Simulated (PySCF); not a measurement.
C₂H₈OTi, multiplicity 1.

```xyz
12

Ti     0.1116    -1.4405     0.0000
O     -0.3854     0.2123     0.0000
C     -0.6682     1.5952     0.0000
C      0.6104     2.4192     0.0000
H     -1.2882     1.8175    -0.8965
H     -1.2882     1.8175     0.8965
H      1.2192     2.1977    -0.8989
H      0.3662     3.5004     0.0000
H      1.2192     2.1977     0.8989
H      1.0404    -1.6292     1.4333
H     -1.3354    -2.3656     0.0000
H      1.0404    -1.6292    -1.4333
```

Coordinates come from a PBE-D3(BJ)/def2-SVP optimisation. The spin state was assumed, not searched. The structure was generated by enumeration; whether it is a known compound was not checked. The values are those of a single conformer.

The numbers are results of KT2/pcSseg-1 run with PySCF, not measurements. Non-relativistic, no solvent.

Computed absolute GIAO shielding of each atom: isotropic value and principal components (ppm):
| atom | σ(iso) | σ11 | σ22 | σ33 | span |
|---|---|---|---|---|---|
| Ti1 | -1722.3 | -2924.5 | -1126.3 | -1116.0 | 1808.6 |
| O2 | -93.2 | -296.4 | -274.0 | 290.9 | 587.2 |
| C3 | 93.3 | 54.8 | 69.7 | 155.5 | 100.7 |
| C4 | 158.2 | 139.0 | 157.6 | 177.9 | 38.9 |
| H5 | 25.5 | 23.3 | 24.5 | 28.6 | 5.2 |
| H6 | 25.5 | 23.3 | 24.5 | 28.6 | 5.2 |
| H7 | 28.8 | 23.7 | 28.3 | 34.4 | 10.7 |
| H8 | 29.5 | 27.2 | 27.5 | 33.9 | 6.7 |
| H9 | 28.8 | 23.7 | 28.3 | 34.4 | 10.7 |
| H10 | 24.3 | 2.7 | 32.5 | 37.6 | 34.9 |
| H11 | 24.0 | 2.4 | 32.3 | 37.2 | 34.8 |
| H12 | 24.3 | 2.7 | 32.5 | 37.6 | 34.9 |
